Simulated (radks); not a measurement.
Isoelectronic series with 16 electrons, all held in the configuration [Ne] 3s2 3p4, which need not be the ground one along the series. All-electron calculation, scalar-relativistic Kohn-Sham, PBEsol, spin-unpolarised, spherical densities, point nucleus. Program: a radial shooting solver on a logarithmic mesh with Libxc functionals. Total energies (hartree) and orbital eigenvalues (eV) (* marks an orbital that is empty in some or all of the ions):

ion,E (hartree),3d*,3p,3s,2p
Te36+,-5733.19523,-2273.051,-2455.438,-2606.012,-6347.383
Xe38+,-6228.11158,-2516.518,-2712.454,-2878.309,-6964.799
Ba40+,-6745.7396,-2772.346,-2982.680,-3165.354,-7612.199
Ce42+,-7286.4584,-3040.564,-3266.218,-3467.419,-8289.830
Nd44+,-7850.6729,-3321.199,-3563.178,-3784.800,-8997.948
Sm46+,-8438.8167,-3614.284,-3873.673,-4117.813,-9736.824
Gd48+,-9051.3532,-3919.851,-4197.823,-4466.799,-10506.74
Dy50+,-9688.7790,-4237.934,-4535.753,-4832.125,-11307.98
Er52+,-10351.6261,-4568.569,-4887.594,-5214.187,-12140.87
Yb54+,-11040.4653,-4911.794,-5253.483,-5613.413,-13005.71
Hf56+,-11755.9096,-5267.647,-5633.563,-6030.263,-13902.83
W58+,-12498.6185,-5636.171,-6027.982,-6465.236,-14832.58
Os60+,-13269.3022,-6017.406,-6436.896,-6918.872,-15795.32
